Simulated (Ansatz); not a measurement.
Consider the substitution at a C–Ge bond: `C=[C](F)[GeH2][CH3]` + HI → `C=C(F)I` + `[CH3][GeH3]`.

Program: Ansatz. Geometries: PBE0-D4/def2-TZVP. ΔE: electronic, gas phase. CCSD(T)/CBS is the MP2 limit (def2-TZVPP, def2-QZVPP) plus CCSD(T) − MP2 in def2-TZVPP, frozen cores. Functionals use def2-TZVPP. Elements past krypton have def2 core potentials. For Ge, I outer-core shells are correlated without core-valence functions, which leaves a few kJ/mol of doubt a bond. Scalar relativity is left out up to krypton. One conformer a species, not always the lowest.

CCSD(T)/CBS gives +40.5 kJ/mol.

Q: Another level gave +37.7 kJ/mol. Which?
A. PBE0-D4/def2-TZVPP
B. HF/def2-TZVPP
C. PBE/def2-TZVPP
D. ωB97M-V/def2-TZVPP

A: A. PBE0-D4 37.7, ωB97M-V 42.1, HF/def2-TZVPP 48.8, PBE 30.6 kJ/mol.

Largest T1 diagnostic among the species: 0.012.

In def2-TZVPP, CCSD(T) changes the Hartree–Fock value by −4.3 kJ/mol (the triples alone add −2.3 kJ/mol) and MP2 by −8.9 kJ/mol. From PBE to PBE0 (25 % exact exchange), in def2-TZVPP and without D4, ΔE moves by +5.5 kJ/mol.
